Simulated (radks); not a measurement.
Numerical settings for neutral phosphorus, [Ne] 3s2 3p3. Method: Dirac Kohn-Sham, PBE, spin-unpolarised, spherical densities, finite nucleus; open shells fill j = l - 1/2 first; Fermi nuclear charge, rms radius 3.1889 fm; computed with a radial shooting solver on a logarithmic mesh with Libxc functionals. The defaults (mesh step 0.008 in ln r, mesh end at 40 bohr or more with all orbitals vanishing there, Anderson mixing 0.5 over 9 steps, residual threshold near 1e-9 with the energy settled to 1e-9 hartree or 1e-11 of itself, here a cap of 90 iterations) give E = -341.9045 hartree and 3p3/2 at -5.477 eV in 13 iterations. Run on one thread of a shared host, so times are rough (Arm Neoverse V1): 0.07 s of CPU time, 0.07 s wall, 13 iterations on 2309 mesh points. Changes against that run (0 stands for a change within the tolerance of the run):

setting,iterations,converged,E (mhartree),e(3p3/2) (meV),CPU (s)
mesh step in ln r 0.003,13,yes,0,0,0.17
mesh step in ln r 0.02,13,yes,0,0,0.03
mesh step in ln r 0.05,13,yes,+0.000457,0,0.02
mesh end (bohr) 20,13,yes,0,0,0.07
mesh end (bohr) 400,13,yes,0,0,0.07
residual threshold 1e-05,9,yes,0,+0.0362,0.06
residual threshold 0.1,9,yes,0,+0.0362,0.06
mixing 0.01,22,yes,0,0,0.1
"linear mixing, mixing 0.5",30,yes,0,0,0.12
"linear mixing, mixing 0.8",25,yes,0,0,0.11
mixing history 20,18,yes,0,0,0.09
iteration cap 2,2,no,+33.5,-3.93e+03,0.02

No run marked as converged misses the energy by more than 1 mhartree. A mesh that ends early acts as a hard wall.
